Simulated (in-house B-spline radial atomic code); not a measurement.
Whole-atom quantities along the 46-electron series, configuration [Kr] 4d10. Computed with an all-electron radial atomic-structure program (B-spline basis): non-relativistic Hartree-Fock, average of the configuration, point nuclei.

This level leaves out relativity, spin-orbit splitting included, which matters for heavy ions.

```json
{"ion": "Sm16+", "Z": "62", "E/Z² (Eh)": "-2.59", "Σ<r²> (bohr²)": "9.0193", "n(0)/Z³ (bohr⁻³)": "0.71055", "Lamb diamagnetic shielding (ppm)": "6585.37", "repulsion over attraction": "0.13432"}
{"ion": "Eu17+", "Z": "63", "E/Z² (Eh)": "?", "Σ<r²> (bohr²)": "?", "n(0)/Z³ (bohr⁻³)": "?", "Lamb diamagnetic shielding (ppm)": "?", "repulsion over attraction": "?"}
{"ion": "Gd18+", "Z": "64", "E/Z² (Eh)": "-2.6153", "Σ<r²> (bohr²)": "8.0706", "n(0)/Z³ (bohr⁻³)": "0.71155", "Lamb diamagnetic shielding (ppm)": "6839.11", "repulsion over attraction": "0.13114"}
{"ion": "Tb19+", "Z": "65", "E/Z² (Eh)": "-2.6275", "Σ<r²> (bohr²)": "7.6543", "n(0)/Z³ (bohr⁻³)": "0.71203", "Lamb diamagnetic shielding (ppm)": "6965.93", "repulsion over attraction": "0.1296"}
{"ion": "Dy20+", "Z": "66", "E/Z² (Eh)": "-2.6394", "Σ<r²> (bohr²)": "7.271", "n(0)/Z³ (bohr⁻³)": "0.7125", "Lamb diamagnetic shielding (ppm)": "7092.73", "repulsion over attraction": "0.12808"}
{"ion": "Ho21+", "Z": "67", "E/Z² (Eh)": "?", "Σ<r²> (bohr²)": "?", "n(0)/Z³ (bohr⁻³)": "?", "Lamb diamagnetic shielding (ppm)": "?", "repulsion over attraction": "?"}
{"ion": "Er22+", "Z": "68", "E/Z² (Eh)": "-2.6624", "Σ<r²> (bohr²)": "6.5896", "n(0)/Z³ (bohr⁻³)": "0.71341", "Lamb diamagnetic shielding (ppm)": "7346.27", "repulsion over attraction": "0.12512"}
{"ion": "Tm23+", "Z": "69", "E/Z² (Eh)": "-2.6734", "Σ<r²> (bohr²)": "6.2857", "n(0)/Z³ (bohr⁻³)": "0.71385", "Lamb diamagnetic shielding (ppm)": "7473.01", "repulsion over attraction": "0.12368"}
{"ion": "Yb24+", "Z": "70", "E/Z² (Eh)": "?", "Σ<r²> (bohr²)": "?", "n(0)/Z³ (bohr⁻³)": "?", "Lamb diamagnetic shielding (ppm)": "?", "repulsion over attraction": "?"}
{"ion": "Lu25+", "Z": "71", "E/Z² (Eh)": "-2.6948", "Σ<r²> (bohr²)": "5.7401", "n(0)/Z³ (bohr⁻³)": "0.7147", "Lamb diamagnetic shielding (ppm)": "7726.45", "repulsion over attraction": "0.12089"}
{"ion": "Hf26+", "Z": "72", "E/Z² (Eh)": "-2.7051", "Σ<r²> (bohr²)": "5.4944", "n(0)/Z³ (bohr⁻³)": "0.71511", "Lamb diamagnetic shielding (ppm)": "7853.14", "repulsion over attraction": "0.11953"}
```

Fill in the row of Eu17+.

E/Z² (Eh): -2.6028; Σ<r²> (bohr²): 8.5239; n(0)/Z³ (bohr⁻³): 0.71106; Lamb diamagnetic shielding (ppm): 6712.25; repulsion over attraction: 0.13272.

Fill in the row of Ho21+.

E/Z² (Eh): -2.651; Σ<r²> (bohr²): 6.9171; n(0)/Z³ (bohr⁻³): 0.71296; Lamb diamagnetic shielding (ppm): 7219.51; repulsion over attraction: 0.12659.

Fill in the row of Yb24+.

E/Z² (Eh): -2.6842; Σ<r²> (bohr²): 6.0032; n(0)/Z³ (bohr⁻³): 0.71428; Lamb diamagnetic shielding (ppm): 7599.74; repulsion over attraction: 0.12227.

With what power of Z does the column «Σ<r²> (bohr²)» change over this range?

A fit of the logarithm of its size against log Z from Z = 62 to 72 has slope -3.31. Unscreened non-relativistic hydrogenic orbitals would give -2.
